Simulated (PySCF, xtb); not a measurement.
CH6BN. Atoms are numbered in the order given.

```xyz
9

B     -0.5318    -0.0862     0.0000
H     -1.7353    -0.1901     0.0000
C      0.1665     1.3235     0.0000
H     -0.1519     1.9124    -0.8763
H     -0.1519     1.9124     0.8763
H      1.2671     1.2862     0.0000
N      0.2048    -1.2762     0.0000
H     -0.2216    -2.1961     0.0000
H      1.2202    -1.3009     0.0000
```
Charge 0, spin multiplicity 1.

Coordinates come from a PBE-D3(BJ)/def2-TZVP optimisation. One conformer was computed; it need not be the lowest.

Computed with C-PCM-ωB97X/def2-SVP in PySCF 2.14.0.

The values are the electrostatic part of the solvation free energy, E(continuum) − E(gas) at the gas-phase geometry, in a cavity of scaled van der Waals radii (PySCF's table); cavitation and dispersion terms are not included. In vacuum the orbital gap is 14.04 eV. The dipole moment in vacuum is 1.70 D.

Problem. Estimate the values in water (ε = 78.36), benzene (ε = 2.27), toluene (ε = 2.37). (The exact figures need the calculation; the answer reports its results.)

Solution. 
```csv
solvent,ε,ΔG(elec) (kcal/mol),dipole (D),gap (eV)
water,78.36,-2.9,2.15,13.86
benzene,2.27,-1.6,1.93,13.95
toluene,2.37,-1.6,1.94,13.94
```

For comparison, GFN2-xTB/ALPB(water) (xtb, at the GFN2-xTB geometry, all terms of that model) gives -3.3 kcal/mol.
